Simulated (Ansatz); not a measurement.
```xyz
2

V     0.0000    0.0000    0.0000
N     0.0000    0.0000    1.5700
```

Basis set: pcseg-2 (spherical functions). Charge 0, multiplicity 3.

Computed with Ansatz (development build ahead of 0.2.0); each method stands on the lowest determinant of its kind that the runs found. Restricted functionals stand beside restricted open-shell atoms, which can lie above the unrestricted atoms usual in DFT and then raise those values.

Give the atomization energy at this shape (free ground-state atoms in the same class of orbitals less the molecule, no zero-point energy) of triplet VN by PBE (unrestricted), PBE (restricted open-shell), UHF, ROHF.

```csv
method,atomization energy
PBE (unrestricted),6.35 eV
PBE (restricted open-shell),6.55 eV
UHF,-0.70 eV
ROHF,-2.12 eV
```

Caution: another spin multiplicity may lie lower. Caution for PBE (unrestricted): a free atom is spin contaminated. Caution for UHF: the unrestricted determinant is a mixture of spin states. Caution for ROHF: an unrestricted determinant lies well below; the molecule lies well above its atoms at this level.

The shape needn't be a minimum at these levels.
